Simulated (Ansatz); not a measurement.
Geometry optimisation, RKS B3LYP-D4/6-31G* (Ansatz 0.2.0).

The input (input.yaml):

```yaml
crystal:
  periodic: [false, false, false]
  atoms:
    - { symbol: B, position_ang: [0.056873, 0.663596, -0.329355] }
    - { symbol: F, position_ang: [-0.001816, -0.536145, 1.89419] }
    - { symbol: C, position_ang: [1.435988, 0.024559, -0.721008] }
    - { symbol: H, position_ang: [1.431021, -1.061071, -0.581606] }
    - { symbol: H, position_ang: [1.619074, 0.200473, -1.791134] }
    - { symbol: H, position_ang: [2.2896, 0.437013, -0.168446] }
    - { symbol: H, position_ang: [-1.000302, 0.207889, -0.646377] }
    - { symbol: "N", position_ang: [0.011514, 1.975955, 0.358626] }
    - { symbol: H, position_ang: [0.845471, 2.526791, 0.518579] }
    - { symbol: H, position_ang: [-0.84574, 2.504568, 0.442801] }
    - { symbol: H, position_ang: [-0.020083, 0.394771, 1.960829] }
basis:
  gaussian: { orbitals: "6-31G*" }
hamiltonian:
  xc: b3lyp
  dispersion: d4
relax:
  f_tol: 0.03
  max_steps: 50
```

Run as:

```bash
$ ansatz run input.yaml --threads 1 --pin off --max-ram 2048MiB --backend cpu --events-out ev --progress --plain --runs-dir out
```

Task: Where does it end, and by what steps?

Result: It converged. The force dipped under the threshold on the way, but the program's further checks kept it going. After 13 steps the energy has fallen by 0.174 eV; F2 moved furthest, 0.34 Å.

```
step  energy less start (eV)  largest force component (eV/Å)  accepted
   0                  0.0000                           1.994       yes
   1                 -0.0953                           1.651       yes
   2                 -0.1526                           0.610       yes
   3                 -0.1017                           0.982        no
   4                 -0.1661                           0.203       yes
   5                 -0.1703                           0.083       yes
   6                 -0.1715                           0.051       yes
   7                 -0.1722                           0.028       yes
   8                 -0.1727                           0.070       yes
   9                 -0.1732                           0.087       yes
  10                 -0.1731                           0.119        no
  11                 -0.1737                           0.038       yes
  12                 -0.1738                           0.039       yes
  13                 -0.1740                           0.016       yes
```

```xyz
11
Properties=species:S:1:pos:R:3
B 0.087 0.725 -0.431
F -0.101 -0.382 2.177
C 1.459 0.061 -0.803
H 1.482 -0.967 -0.414
H 1.569 -0.024 -1.892
H 2.339 0.585 -0.410
H -0.958 0.314 -0.843
N 0.021 1.839 0.444
H 0.851 2.345 0.735
H -0.833 2.362 0.593
H -0.095 0.480 1.781
```

The run took 36 s on 1 thread of Arm Neoverse V2 (shared host), peak memory 0.17 GiB.
